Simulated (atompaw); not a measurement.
**Scattering properties, PAW (atompaw) potential for N**

nitrogen (N), PAW, made with atompaw 4.2.0.5 (PBE, scalar-relativistic). Core [He], reference 2s2 2p3. Waves: 2s (bound): rc 2.40 bohr; 2s channel at -1.05 Ry: rc 1.15 bohr; 2p (bound): rc 2.40 bohr; 2p channel at 2.1 Ry: rc 2.40 bohr; 3d channel at -0.05 Ry: rc 2.25 bohr; 3d channel at 2.25 Ry: rc 2.25 bohr. Local part: troulliermartins scheme with l = 3 at 0.5 Ry, radius 1.60 bohr. Core correction: smooth core density matched at 1.60 bohr. Augmentation charge: sinc compensation charge, radius 2.25 bohr; PAW radius 2.40 bohr; waves and projectors: custom rrkj gramschmidtortho.

The phase is arctan(r·u′/u) with u = r·R(r), unwrapped; energies in Ry, scanned from -3 to 5 Ry. A pole is an energy at which the radial function vanishes at the test radius. The pseudo phase is shifted by a multiple of π to meet the all-electron one at the reference energy, and phase errors are pseudo minus all-electron; the curves can meet again beyond the range given. Levels narrower than the energy grid can be missing from the lists of poles.

Q: For each channel, where are the poles, and over which energies does the pseudopotential scatter like the atom?

A:

```
channel  radius (bohr)  reference energy (Ry)  poles, all-electron  poles, pseudo  unbroken range about the reference energy with phases within 0.05 rad  phase error 1 Ry above the reference energy (rad)
      s           2.41                  -1.37                -1.08          -1.08                                                              below 1.4                                             +0.000
      p           2.41                  -0.52                -0.16    -0.16, 5.00                                                        the whole range                                             -0.002
      d           2.41                  -0.05                 3.69     3.63, 4.39                                                              below 4.0                                             -0.000
```

Phases in the d channel:

```tsv
E (Ry)	all-electron	pseudo
-3.00	1.355	1.355
-2.52	1.340	1.340
-2.04	1.322	1.322
-1.56	1.298	1.298
-1.08	1.267	1.267
-0.60	1.224	1.224
-0.12	1.159	1.159
0.36	1.048	1.048
0.84	0.822	0.822
1.32	0.249	0.249
1.80	-0.703	-0.703
2.28	-1.191	-1.191
2.76	-1.392	-1.393
3.24	-1.501	-1.504
3.72	-1.575	-1.587
4.20	-1.636	-4.041
4.68	-1.696	-4.777
```
